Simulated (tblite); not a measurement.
Run record: tight-binding relaxation, `[SiH2](Br)[Se]CC(C)C`.

Computed with GFN2-xTB geometry optimisation, gas phase (tblite 0.8.0). Start geometry: from a force field or distance geometry. A driver script takes a list of jobs; this job's settings line and coordinates (Å) are shown.

Command:
```bash
OMP_NUM_THREADS=1 python probes_run.py task.json out
```

Input:
```
{"job": {"kind": "relax", "xc": "GFN2-xTB", "basis": "xTB"}, "charge": 0, "multiplicity": 1}
C     -0.823500     1.042200    -0.816200
C     -1.131900    -0.077500     0.163000
C     -2.318400    -0.807100    -0.339600
C      0.114700    -0.895100     0.300100
Se     1.505500     0.288000     0.980300
Si     3.096500     0.642700    -0.592600
Br     4.190000    -1.321000    -0.935100
H     -1.094100     2.035700    -0.404800
H      0.208200     0.953400    -1.145400
H     -1.475000     0.904900    -1.728000
H     -1.347400     0.328200     1.193800
H     -2.782100    -1.512500     0.378900
H     -2.085000    -1.274300    -1.310300
H     -3.089100    -0.006400    -0.580700
H      0.430200    -1.243300    -0.702400
H     -0.016900    -1.782500     1.001400
H      2.496100     1.097800    -1.849000
H      4.113500     1.633200    -0.154500
```

Q: Estimate the output.

A: 
```
step      E/eV     max force
  0    -631.69708    2.158
  1    -631.90655    0.944
  2    -631.96422    0.674
  3    -632.01687    0.599
  4    -632.05411    0.483
  5    -632.08146    0.437
  6    -632.10891    0.401
  7    -632.13085    0.404
  8    -632.14761    0.348
  9    -632.16271    0.331
... (160 lines left out)
170    -632.47953    0.041
171    -632.47973    0.031
172    -632.47981    0.038
173    -632.48000    0.019
174    -632.48007    0.016
175    -632.48015    0.013
176    -632.48020    0.012
177    -632.48025    0.011
178    -632.48028    0.012
179    -632.48031    0.010
```

«max force» is the largest atomic force in eV/Å.

Q: From which step on does the largest force stay under 0.1 eV/Å, and how much energy is left to gain from there?

A: From step 136 (0.096 eV/Å), 17.9 meV above the end.

Summary of the converged run: energy lowered by 18.1 kcal/mol over 179 steps; largest atomic force 0.010 eV/Å at the end.

Q: Where do the atoms end?

A: 0.811 Å rms from the input after alignment:
```
atom  x, y, z in Å
C1    -0.7224    0.9510   -1.0894
C2    -1.0572    0.0503    0.0942
C3    -2.2027   -0.8952   -0.2661
C4     0.1370   -0.7891    0.5292
Se5    1.6407    0.2489    1.3004
Si6    2.9511    0.7000   -0.4972
Br7    2.6089   -0.7620   -2.1337
H8    -1.5990    1.5199   -1.3898
H9     0.0589    1.6621   -0.8212
H10   -0.3870    0.3585   -1.9388
H11   -1.3692    0.6769    0.9386
H12   -2.4687   -1.5220    0.5821
H13   -1.9142   -1.5373   -1.0958
H14   -3.0810   -0.3258   -0.5604
H15    0.5305   -1.3814   -0.2994
H16   -0.1480   -1.4647    1.3382
H17    2.6709    1.9887   -1.1160
H18    4.3425    0.5275   -0.1159
```

Q: How long does this job take on an Arm Neoverse N1 with one thread, no GPU, on a shared host?

A: About 3.1 s.
Labels such as C1 count atoms from 1, the log's own numbers from 0.
